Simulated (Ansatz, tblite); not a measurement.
Cost and result up the ladder for Al₁₀Sb₉Cl₃ (22 atoms). Charge 0, multiplicity 1. Geometry: PBE-D4/def2-SVP.

```xyz
22

Al   -1.784    3.554   -1.626
Al   -1.780    0.674    2.256
Al   -1.268    2.189   -3.672
Al   -0.623    0.844   -0.729
Al   -0.769   -2.485   -1.869
Al    1.922    0.575   -1.800
Al    1.267   -3.089    0.950
Al    1.373    2.443    0.504
Al    1.294   -0.377    0.758
Al    0.134   -2.229    3.090
Sb    0.486    4.114   -2.991
Sb   -1.229    3.018    0.887
Sb    0.094    0.269    4.125
Sb    2.852    3.081   -1.635
Sb   -0.197   -0.177   -3.255
Sb   -1.344   -1.488    0.598
Sb    1.462   -3.933   -1.580
Sb    3.137   -1.669   -0.800
Sb    2.419    1.124    2.609
Cl   -3.850    0.667    2.796
Cl   -2.472   -3.464   -2.724
Cl   -1.123   -3.641    4.107
```

Ansatz on 2 threads of AMD EPYC 7R13 on a shared host and a share (18 GiB) of an NVIDIA H100 80GB HBM3; xTB runs through tblite on one thread. Times are rough, summed over both states, and most runs start from the orbitals of an earlier one. No level here is sound enough to serve as a yardstick. The other state is a triplet.

In the def2 sets Sb takes a core potential; there is no spin–orbit coupling. The xTB rows come from tblite. Single mean-field runs in def2-SVP are fitted with def2-universal-jkfit.

xTB has no spin-polarisation term.

```json
{"level": "GFN1-xTB", "functions": "198", "wall time": "0.72 s", "vertical triplet (eV)": "0.36", "remarks": "–"}
{"level": "GFN2-xTB", "functions": "198", "wall time": "1.9 s", "vertical triplet (eV)": "0.23", "remarks": "–"}
{"level": "PBE-D4/def2-SVP (with forces)", "functions": "468", "wall time": "18 s", "vertical triplet (eV)": "0.78", "remarks": "restricted SCF unstable in HF (singlet)"}
{"level": "PBE0-D4/def2-SVP", "functions": "468", "wall time": "32 s", "vertical triplet (eV)": "0.83", "remarks": "restricted SCF unstable in HF (singlet)"}
```
